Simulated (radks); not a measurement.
Effect of the nuclear size on the lutetium ion Lu+, [Xe] 4f14 6s2. Calculated with a radial shooting solver on a logarithmic mesh with Libxc functionals: Dirac Kohn-Sham, LDA (Slater exchange, Perdew-Wang correlation), spin-unpolarised, spherical densities, finite nucleus; Fermi nuclear charge, rms radius 5.37 fm. The rms radius is varied about that value; shifts are against it.

| rms radius (fm) | total energy shift (eV) | density at nucleus (e/bohr^3) | 1s1/2 shift (meV) | 2s1/2 shift (meV) | 4p1/2 shift (meV) | 5s1/2 shift (meV) | 5p1/2 shift (meV) | 6s1/2 shift (meV) | 6p1/2 (empty) shift (meV) |
|---|---|---|---|---|---|---|---|---|---|
| 4.3551 | -15.4 | 1.183e+06 | -6260 | -858 | 0.408 | -6.73 | 0.737 | -0.519 | 0.266 |
| 4.8974 | -7.43 | 1.14e+06 | -3030 | -415 | 0.196 | -3.26 | 0.356 | -0.251 | 0.129 |
| 5.37 | 0 | 1.107e+06 | 0.000 | 0.000 | 0.000 | 0.000 | 0.000 | 0.000 | 0.000 |
| 5.6063 | 3.89 | 1.092e+06 | 1580 | 217 | -0.102 | 1.70 | -0.186 | 0.131 | -0.067 |
| 5.95 | 9.74 | 1.071e+06 | 3970 | 544 | -0.254 | 4.27 | -0.467 | 0.329 | -0.169 |

Slopes of the eigenvalues against <r^2> in GHz/fm^2, as finite differences over the two radii next to the reference (eigenvalue slopes, not the field-shift constants of lines): 1s1/2 150000, 2s1/2 20500, 4p1/2 -9.68, 5s1/2 161, 5p1/2 -17.6, 6s1/2 12.4, 6p1/2 (empty) -6.37.
